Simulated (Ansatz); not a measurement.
Start from `[CH3][GaH][SnH3]` and change one atom or group to get `[CH3][GaH][CH3]`.

Ansatz, PBE0-D4/def2-TZVP geometries, multiplicity 1. 

Elements past krypton have def2 core potentials. Scalar relativity is left out up to krypton.

```csv
property,`[CH3][GaH][SnH3]`
size of the dipole moment (ωB97M-V/def2-TZVPP) / D,1.44
HOMO energy (PBE0/def2-TZVPP) / eV,-7.13
size of the dipole moment (PBE/def2-TZVPP) / D,1.48
LUMO energy (ωB97M-V/def2-TZVPP) / eV,-0.20
HOMO–LUMO gap (B3LYP/def2-TZVPP) / eV,4.81
HOMO–LUMO gap (ωB97M-V/def2-TZVPP) / eV,8.91
```

(1) Give the same properties after the change, and the shifts. (An estimate is asked.)

## Answers

(1) Ansatz gave: 
```json
{"property": "size of the dipole moment (ωB97M-V/def2-TZVPP) / D", "`[CH3][GaH][CH3]`": "0.58", "shift": "-0.86"}
{"property": "HOMO energy (PBE0/def2-TZVPP) / eV", "`[CH3][GaH][CH3]`": "-7.66", "shift": "-0.53"}
{"property": "size of the dipole moment (PBE/def2-TZVPP) / D", "`[CH3][GaH][CH3]`": "0.65", "shift": "-0.83"}
{"property": "LUMO energy (ωB97M-V/def2-TZVPP) / eV", "`[CH3][GaH][CH3]`": "0.70", "shift": "0.90"}
{"property": "HOMO–LUMO gap (B3LYP/def2-TZVPP) / eV", "`[CH3][GaH][CH3]`": "6.18", "shift": "1.37"}
{"property": "HOMO–LUMO gap (ωB97M-V/def2-TZVPP) / eV", "`[CH3][GaH][CH3]`": "10.58", "shift": "1.67"}
```

With PBE0 the HOMO falls by 0.53 eV and the LUMO rises by 0.93 eV, so the gap widens by about 1.46 eV. PBE moves the HOMO by -0.31 eV and ωB97M-V by -0.75 eV. Dipoles are sizes alone; their direction can turn.

Positive LUMOs are unbound, so they and the gaps depend on the basis.

B3LYP here is the variant with VWN-RPA as its local correlation; programs differ in this.
